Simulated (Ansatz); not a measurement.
Program: Ansatz. Geometries: PBE0-D4/def2-TZVP. ΔE: electronic, gas phase. CBS: MP2 limit from def2 TZ/QZ plus the TZ coupled-cluster correction, frozen cores. This one scheme is used for every species. DFT in def2-TZVPP. B3LYP here is the variant with VWN-RPA as its local correlation; programs differ in this. One conformer a species, not always the lowest.

`[NH2][Al]([NH2])[F]` + `CS[SiH2][SiH3]` → `C[S][Al]([NH2])[F]` + `N[SiH2][SiH3]`  (redistribution)

`[NH2][Al]([NH2])[F]`:

Z-matrix (Å, degrees):
```
N
Al 1 1.758
H 1 1.006 2 123.9
H 1 1.006 2 125.6 3 -180.0
N 2 1.758 1 123.8 3 180.0
F 2 1.652 1 118.1 3 -0.0
H 5 1.006 2 125.6 1 -0.0
H 5 1.006 2 123.9 1 180.0
```

`CS[SiH2][SiH3]`:

```xyz
12

C    -0.890    1.519    1.876
S     0.577    0.936    0.978
Si   -0.338   -0.399   -0.405
Si    1.370   -1.314   -1.714
H    -1.396    0.693    2.374
H    -1.580    2.030    1.204
H    -0.539    2.226    2.628
H    -1.084   -1.469    0.318
H    -1.327    0.326   -1.253
H     2.095   -0.237   -2.439
H     2.331   -2.058   -0.859
H     0.782   -2.253   -2.708
```

`C[S][Al]([NH2])[F]`:

Z-matrix (Å, degrees):
```
C
S 1 1.827
H 1 1.089 2 108.7
H 1 1.088 2 111.9 3 120.8
H 1 1.089 2 108.2 3 -118.7
Al 2 2.162 1 101.1 3 -116.5
F 6 1.653 2 118.3 1 -1.3
N 6 1.753 2 122.8 1 178.9
H 8 1.006 6 124.4 2 179.8
H 8 1.006 6 124.8 2 -0.1
```

`N[SiH2][SiH3]`:

Cartesian coordinates in Å:
```
N 1.579 -0.278 -0.795
Si -0.006 0.402 -0.783
Si -1.091 -0.266 1.180
H 2.174 -0.167 0.010
H 2.123 -0.257 -1.643
H -0.721 -0.114 -1.982
H -0.069 1.896 -0.863
H -0.268 0.097 2.369
H -1.316 -1.736 1.204
H -2.406 0.422 1.302
```

| species | B3LYP-D4 energy (Eh) |
| --- | --- |
| `[NH2][Al]([NH2])[F]` | -454.48719 |
| `CS[SiH2][SiH3]` | -1020.24135 |
| `C[S][Al]([NH2])[F]` | -836.66048 |
| `N[SiH2][SiH3]` | -638.06687 |

(1) Work out ΔE.

Largest T1 diagnostic among the species: 0.012.

Results:

(1) ΔE = (-836.66048) + (-638.06687) − (-454.48719) − (-1020.24135) = 0.00119 Eh = +3.1 kJ/mol. CCSD(T)/CBS gives +4.2 kJ/mol.

In def2-TZVPP, CCSD(T) changes the Hartree–Fock value by +6.6 kJ/mol (the triples alone add +0.6 kJ/mol) and MP2 by +8.9 kJ/mol.
